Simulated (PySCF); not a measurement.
A structure optimised at PBE0-D3(BJ)/def2-TZVPD, used in a PySCF frequency run:

```xyz
2

Cs     0.0000     0.0000    -1.6380
I      0.0000     0.0000     1.6999
```

### Question
Write its SMILES, formula and point group.

### Answer
[I][Cs], CsI, C∞v

### Question
What are its rotational constants (standard atomic weights)?

### Answer
0.69873 GHz (linear rotor, B only)
